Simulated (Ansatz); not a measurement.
Ansatz (a first-principles code) input (SVWN5/6-31G*):

Ansatz 0.2 input:
```yaml
crystal:
  periodic: [false, false, false]
  atoms:
    - {symbol: F, position_ang: [1.56595000, -0.93385500, 0.43049400]}
    - {symbol: Si, position_ang: [0.81184100, 0.25041900, -0.37415200]}
    - {symbol: Si, position_ang: [-1.49693200, 0.19866500, 0.06642200]}
    - {symbol: H, position_ang: [1.47057200, 1.52453300, 0.03285500]}
    - {symbol: H, position_ang: [-1.80922100, 0.32584600, 1.51231600]}
    - {symbol: H, position_ang: [-2.09821900, 1.33742000, -0.66887800]}
    - {symbol: H, position_ang: [-2.06540400, -1.07028400, -0.44250400]}
basis:
  gaussian:
    orbitals: 6-31G*
hamiltonian:
  xc: {name: SVWN5}
magnetization: {spin_polarized: true, initial_magnetization: 1}
output: {forces: true}
```

Output:

```
Functional definition: SVWN5
integrals: 0.02 GiB planned
716 factors; their error is unknown
mean field: 0.15 GiB planned
mean field evaluation 1: about -18453.0998 eV, gradient 2.0e1 eV
mean field evaluation 2: about -18448.4734 eV, gradient 4.5e1 eV
mean field evaluation 4: about -18454.7440 eV, gradient 1.6e0 eV
mean field evaluation 8: about -18454.6900 eV, gradient 2.4e-2 eV
mean field -18454.69003596 eV, -678.1973497833 hartree, gradient 2.5e-5 eV, S^2 0.750979; 0 other end points of the search recorded, 0 dependent functions left out
the calculation of the forces begins
reference -18454.69007107 eV, -678.1973510735 hartree; 21, 20 occupied and 40, 41 virtual orbitals, 716 factors
Total energy: -18454.69007107 eV, -678.1973510735 hartree
Atom 0 at     1.565950    -0.933855     0.430494 Å, force     0.051714    -0.076731     0.006683 eV/Å
Atom 1 at     0.811841     0.250419    -0.374152 Å, force    -0.376811    -0.348196    -0.061631 eV/Å
Atom 2 at    -1.496932     0.198665     0.066422 Å, force     0.626043     0.043016    -0.101329 eV/Å
Atom 3 at     1.470572     1.524533     0.032855 Å, force     0.121310     0.380643     0.095552 eV/Å
Atom 4 at    -1.809221     0.325846     1.512316 Å, force    -0.108582     0.029955     0.336925 eV/Å
Atom 5 at    -2.098219     1.337420    -0.668878 Å, force    -0.156947     0.258113    -0.164925 eV/Å
Atom 6 at    -2.065404    -1.070284    -0.442504 Å, force    -0.156729    -0.286800    -0.111275 eV/Å
Dipole moment:    -0.147332     0.176208    -0.071515 e Å
```

The geometry given is a B3LYP-D3(BJ)/def2-TZVP minimum.
